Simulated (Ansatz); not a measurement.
Species: H6InN3, SMILES `[NH2][In]([NH2])[NH2]` (charge 0, multiplicity 1), formula H6InN3.

Problem. How many basis functions does frozen-core CCSD(T)/def2-TZVPP // B3LYP-D3(BJ)/def2-TZVP run with Ansatz (a program for electronic structure) use, how many core orbitals are frozen, and how many electrons are correlated?

Solution. 227 basis functions and 7 frozen orbitals, which leaves 34 correlated electrons (filled d shells below the valence shell are correlated). Core time is of the order of minutes.
